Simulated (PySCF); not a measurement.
C₆H₁₄O₃, SMILES COCCOCCOC.

Geometry optimised at PBE-D3(BJ)/def2-SVP. The values are those of a single conformer.

Calculation: TDDFT-M06-2X/def2-SVP in PySCF 2.14.0.

Vertical excitations. Isolated molecule, no solvent.

Computed excitation energies, oscillator strengths and character:
```csv
state,energy (eV),λ (nm),f,main pairs
S1,8.06,154,0.025,"HOMO→LUMO+2 60 %, HOMO→LUMO+4 12 %"
S2,8.24,151,0.002,HOMO→LUMO 80 %
S3,8.35,149,0.064,HOMO−1→LUMO+1 84 %
S4,8.84,140,0.028,"HOMO→LUMO+3 49 %, HOMO→LUMO+2 18 %, HOMO→LUMO+4 17 %"
S5,9.02,138,0.000,"HOMO→LUMO+1 18 %, HOMO−2→LUMO+2 13 %, HOMO−2→LUMO+4 9 %, HOMO→LUMO+6 8 %"
S6,9.15,135,0.030,"HOMO−1→LUMO+2 48 %, HOMO−1→LUMO 8 %, HOMO−1→LUMO+6 8 %"
S7,9.25,134,0.010,"HOMO→LUMO+1 33 %, HOMO−2→LUMO+2 24 %, HOMO→LUMO+3 13 %, HOMO→LUMO+5 6 %"
S8,9.39,132,0.081,"HOMO→LUMO+4 40 %, HOMO→LUMO+3 23 %, HOMO→LUMO+6 10 %"
S9,9.49,131,0.032,HOMO−2→LUMO 68 %
S10,9.61,129,0.023,"HOMO−1→LUMO+5 56 %, HOMO−1→LUMO 10 %"
T1,7.60,163,0,"HOMO→LUMO+2 48 %, HOMO→LUMO+4 18 %, HOMO→LUMO+3 9 %"
T2,7.95,156,0,HOMO−1→LUMO+1 61 %
T3,8.01,155,0,"HOMO→LUMO 59 %, HOMO−2→LUMO+2 14 %"
T4,8.50,146,0,"HOMO→LUMO 24 %, HOMO−2→LUMO+2 10 %, HOMO−2→LUMO+4 9 %, HOMO→LUMO+4 8 %"
```
Triplets are in the Tamm–Dancoff approximation, which puts them higher than full response would, so one can lie above its singlet here.
Roots above 9.4 eV, the ΔSCF ionisation energy, lie in the ionisation continuum and depend on the basis.
